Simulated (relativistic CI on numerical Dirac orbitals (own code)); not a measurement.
# Nb+: 3d photoemission

Computed with this model: Dirac-Coulomb-Breit CI, separate exchange-only KLI orbitals for each configuration, QED by a radiative potential, valence Slater integrals scaled by 0.7, multiplet model of photoemission in the sudden approximation; configurations [Kr] 4d4 → [Ar] 3d9 4s2 4p6 4d4; 300 K; Lorentzian 0.42 eV and Gaussian 0.5 eV FWHM. Energies are those of the free ion, without screening or charge transfer. The energies are binding energies and can lie tens of eV above those of solids. S is read from ⟨S²⟩ = S(S + 1).

Field parameters in Wybourne normalisation: D3d B²₀ = −7Dσ, B⁴₀ = −14Dq − 21Dτ, B⁴₃ = −14√(10/7) Dq. The field is a parameter set, without covalency.

free ion: ground-state S = 2.00, centroid 217.62 eV. Peaks (eV, height): 216.2 (100), 218.9 (50), 222.6 (7).

D3d, 10Dq = 8050, Dσ = -600, Dτ = 430 cm⁻¹: ground-state S = 1.29, centroid 217.82 eV. Peaks (eV, height): 216.4 (100), 219.2 (53).

Strongest unbroadened transitions for free ion:

| Energy (eV) | Relative strength |
| --- | --- |
| 215.85 | 29.0 |
| 215.93 | 78.9 |
| 216.04 | 100.0 |
| 216.15 | 50.8 |
| 216.31 | 36.2 |
| 216.51 | 20.3 |
| 216.53 | 15.3 |
| 216.56 | 15.9 |
| 216.59 | 34.4 |
| 216.61 | 39.3 |
| 216.63 | 36.4 |
| 218.31 | 20.9 |
| 218.46 | 24.7 |
| 218.68 | 20.2 |
| 218.84 | 28.6 |
| 218.95 | 16.4 |
| 219.37 | 14.9 |
| 219.45 | 15.0 |
